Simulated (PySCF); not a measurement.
Problem. Write Cartesian coordinates for `CC(=S)[SiH2][SiH2]O[SiH3]` as optimised with GFN2-xTB.

Solution. 
```xyz
17
C2H10OSSi3 angstrom
C     -1.2557    1.4411    1.0532
C     -1.4378    0.9244   -0.3284
S     -1.2948    1.9156   -1.6165
Si    -1.6577   -0.9419   -0.6066
Si     0.4497   -1.8996   -0.6830
O      1.4894   -0.8512   -0.0105
Si     2.4939    0.3985    0.2351
H     -1.1597    2.5254    1.0674
H     -0.3534    0.9991    1.4811
H     -2.0957    1.1398    1.6796
H     -2.4330   -1.0859   -1.8406
H     -2.5117   -1.4046    0.5015
H      0.9429   -2.1830   -2.0336
H      0.5875   -3.0998    0.1466
H      3.8120   -0.0084   -0.2405
H      1.9634    1.5436   -0.4982
H      2.4535    0.5990    1.6836
```

Any rigid rotation of these coordinates is as good. Atoms count from 1 in this order. Si5 (oxygen-bound silicon) is distorted tetrahedral (angles from 103.6° to 114.6°). Of the pairs four or more bonds apart, Si7···H9 is among the closest relative to their van der Waals radii: 3.17 Å, 96 % of the sum of Bondi's values. Si7 (oxygen-bound silicon) is distorted tetrahedral (angles from 103.8° to 112.7°). Si4 (SiH2 silicon) is distorted tetrahedral (angles from 105.4° to 115.0°).

Bonds between heavy atoms (Å): C1–C2 1.486, C2=S3 1.632, C2–Si4 1.900, Si4–Si5 2.316, Si5–O6 1.622, O6–Si7 1.622.

Computed geometry: GFN2-xTB, gas phase.

Point group: C1 (no symmetry element, even within 0.4 Å). Stationary, but not proved a minimum. The numbers are those of one conformer (C1–C2–Si4–Si5 -84°, C2–Si4–Si5–O6 18°, Si4–Si5–O6–Si7 -80°).
